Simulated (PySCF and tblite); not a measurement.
Results of a calculation; reference values are marked as such.
2 diastereomers of C₇H₁₁BrO, numbered alike:

```json
{"isomer": "A", "SMILES": "[CH3:1][O:2][C@@:3]12[CH2:4][CH2:5][C@H:6]([Br:7])[C@@H:8]1[CH2:9]2", "descriptors (one enantiomer)": "3R, 6S, 8R"}
{"isomer": "B", "SMILES": "[CH3:1][O:2][C@@:3]12[CH2:4][CH2:5][C@@H:6]([Br:7])[C@@H:8]1[CH2:9]2", "descriptors (one enantiomer)": "3R, 6R, 8R"}
```

Each isomer is a Boltzmann average at 298.15 K over at most 3 conformers: GFN2-xTB geometries, energies CAM-B3LYP/pcSseg-1 (IEF-PCM, acetone) (D3(BJ) added where defined), GIAO shieldings CAM-B3LYP/pcSseg-1 (IEF-PCM, acetone), GFN2-xTB thermal terms. Programs: PySCF with density fitting and tblite.

**Question.** What shifts does each isomer give (ppm; of two unlike H on one atom, a is the less shielded)?

**Answer.** 
A: ¹H (against TMS): 4.85 (H6, 1H), 3.61 (H1, 3H), 2.51 (H5a, 1H), 2.26 (H4a, 1H), 2.13 (H4b, 1H), 1.99 (H8, 1H), 1.63 (H5b, 1H), 1.11 (H9a, 1H), 0.89 (H9b, 1H). ¹³C (against TMS): 76.9 (C3), 70.2 (C6), 58.8 (C1), 38.3 (C5), 36.8 (C8), 32.0 (C4), 19.2 (C9).

B: ¹H (against TMS): 4.50 (H6, 1H), 3.70 (H1, 3H), 2.57 (H4a, 1H), 2.05 (H5a, 1H), 1.96 (H4b, 1H), 1.87 (H5b, 1H), 1.82 (H8, 1H), 1.08 (H9a, 1H), 0.67 (H9b, 1H). ¹³C (against TMS): 75.5 (C3), 70.4 (C6), 59.5 (C1), 37.8 (C8), 37.8 (C5), 28.6 (C4), 20.7 (C9).

**Question.** Which carbons tell the isomers apart best?

**Answer.** C4: 32.0 in A, 28.6 in B ppm.

Spin–orbit effects of the heavy atoms on shieldings are missing. At a carbon that bears Br the missing effect is some 10 ppm, beside I tens of ppm. Shifts are unscaled: against experiment ¹³C can be off by 15 ppm or more and ¹H by 0.8 ppm.
